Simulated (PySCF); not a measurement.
# Variants of one PySCF input: H

Base input, run as `python input.py` with PySCF 2.14:

```python
from pyscf import gto, scf, mp

mol = gto.M(
    atom='H 0 0 0',
    basis='lanl2dz',
    charge=0,
    spin=1,
    verbose=4,
)
mf = scf.UHF(mol)
mf.kernel()
mp.MP2(mf).kernel()
mf.dip_moment()
print('orbital energies (hartree):', [e[max(0, n-3):n+3].round(4) for e, n in zip(mf.mo_energy, mol.nelec)])
```

Base result: E(SCF) = -0.497639 Eh, E(MP2) − E(SCF) = 0.00000 Eh, ⟨S²⟩ = 0.750. No search for the lowest solution was made.

Wall time 1.2 s on one thread of a shared host.

Each row names what differs from the base; energies in brackets are changes from the base.

| change | result |
| --- | --- |
| electric field along z (a.u.): none → 0.005 | E(SCF) = -0.497639 Eh (+0.0000 eV), E(MP2) − E(SCF) = 0.00000 Eh, ⟨S²⟩ = 0.750 |
| basis set: lanl2dz → 6-31g | E(SCF) = -0.498233 Eh (-0.0162 eV), E(MP2) − E(SCF) = 0.00000 Eh, ⟨S²⟩ = 0.750 |
| basis set: lanl2dz → cc-pvdz | E(SCF) = -0.499278 Eh (-0.0446 eV), E(MP2) − E(SCF) = 0.00000 Eh, ⟨S²⟩ = 0.750 |
| step after the SCF: mp2 → eomea; number of roots: default → 6 | stops with ValueError (range() arg 3 must not be zero) after the SCF |
| basis set: lanl2dz → ano-rcc-vdzp; spin-free X2C: off → on | E(SCF) = -0.497667 Eh, E(MP2) − E(SCF) = 0.00000 Eh, ⟨S²⟩ = 0.750 |
| spin (2S): 1 → 3 | stops with AssertionError |
| step after the SCF: mp2 → nevpt2; SCF type: UHF → ROHF; active space: default → 1 electrons in 4 orbitals | stops with AssertionError after the SCF |
| spin (2S): 1 → 3 [unsound on purpose] | stops with AssertionError |
| basis set: lanl2dz → 6-31g(3d) | E(SCF) = -0.498233 Eh (-0.0162 eV), E(MP2) − E(SCF) = 0.00000 Eh, ⟨S²⟩ = 0.750 |
| basis set: lanl2dz → x2c-svpall; spin-free X2C: off → on | E(SCF) = -0.499285 Eh, E(MP2) − E(SCF) = 0.00000 Eh, ⟨S²⟩ = 0.750 |
| spin-free X2C: off → on [basis contracted without relativity] | E(SCF) = -0.497646 Eh, E(MP2) − E(SCF) = 0.00000 Eh, ⟨S²⟩ = 0.750 |
